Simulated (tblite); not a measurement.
C$_{2}$H$_{6}$ClGa (SMILES [CH3][Ga]([CH3])[Cl]), singlet, at a GFN2-xTB geometry (such geometries of metal compounds can be far from the true shape); GFN1-xTB run with tblite.

The tblite input:
```
$ tblite run mol.xyz --method gfn1 --charge 0 --spin 0 --etemp 2000 --json tblite.json --no-restart

# file mol.xyz
10

Ga    -0.23882611     0.10083400    -0.14092768
C     -1.80146295    -1.21572828    -0.23393842
H     -1.48974737    -2.11234972    -0.77670352
H     -2.67761150    -0.79304802    -0.72665403
H     -2.07741138    -1.52198383     0.77883123
C     -0.06504875     2.00184560    -0.87573406
H      0.73235088     2.03166984    -1.62340480
H      0.21697965     2.67872738    -0.06457972
H     -0.98796556     2.36112255    -1.33204575
Cl     1.46388735    -0.61686449     0.86890290
```

Problem. Write the output that tblite gives for this input, abridged.

Solution. 
```
xTB calculator
 | screened Coulomb repulsion
 | Coulomb electrostatics
 |  * isotropic Klopman-Ohno-Mataga-Nishimoto electrostatics
 |  * onsite third-order electrostatics
 | DFT-D3(BJ) dispersion correction

halogen bonding energy    0.0000000000000E+00 Eh
repulsion energy          1.1825221673676E-01 Eh
dispersion energy        -2.8761847877854E-03 Eh
number of electrons       2.4000000000000E+01 e
integral cutoff           4.0000000000000E+01 bohr

------------------------------------------------------------
  cycle        total energy    energy error   density error
------------------------------------------------------------
      1     -13.06412411271  -1.3179500E+01   5.2462261E-01
      2     -13.07416306408  -1.0038951E-02   2.9815107E-01
      3     -13.07388556385   2.7750023E-04   3.4819594E-02
      4     -13.07479941977  -9.1385592E-04   1.0694822E-02
      5     -13.07502338947  -2.2396970E-04   2.2027040E-03
      6     -13.07502918189  -5.7924201E-06   2.9396454E-04
      7     -13.07502933370  -1.5180930E-07   9.2867336E-05
      8     -13.07502934923  -1.5524817E-08   1.9910770E-05
------------------------------------------------------------

electronic energy        -1.3190405381175E+01 Eh
total energy             -1.3075029349226E+01 Eh

Post processing:
 | Mayer-Wiberg bond orders

[Info] JSON dump of results written to 'tblite.json'
```
